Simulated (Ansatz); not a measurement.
Isolated molecules relaxed with PBE0-D4/def2-TZVP in Ansatz; ΔE leaves out vibrations. CCSD(T)/CBS adds triple-zeta CCSD(T) − MP2 to the extrapolated MP2 energy (def2 sets, frozen cores). This one scheme is used for every species. DFT in def2-TZVPP. One conformer a species, not always the lowest.

Reaction (ligand exchange at the Si–Cl bond): `O[Si](O)(F)N[SiH2]Cl` + H–F → `O[Si](O)(F)N[SiH2]F` + HCl

| species | PBE-D4 energy (Eh) |
| --- | --- |
| `O[Si](O)(F)N[SiH2]Cl` | -1346.91368 |
| H–F | -100.39347 |
| `O[Si](O)(F)N[SiH2]F` | -986.69301 |
| HCl | -460.62759 |

(1) Work out ΔE.

Largest T1 diagnostic among the species: 0.011.

Results:

(1) ΔE = (-986.69301) + (-460.62759) − (-1346.91368) − (-100.39347) = -0.01345 Eh = -8.4 kcal/mol. CCSD(T)/CBS gives -10.0 kcal/mol.

In def2-TZVPP, CCSD(T) changes the Hartree–Fock value by +2.7 kcal/mol (the triples alone add +0.6 kcal/mol) and MP2 by +3.9 kcal/mol. The D4 term adds +1.8 kcal/mol with B3LYP and +1.0 kcal/mol with PBE0; it sums over pairs of atoms, weighted by their polarisabilities, and B3LYP, whose exchange is more repulsive, gets the larger term.

B3LYP here is the variant with VWN-RPA as its local correlation; programs differ in this.
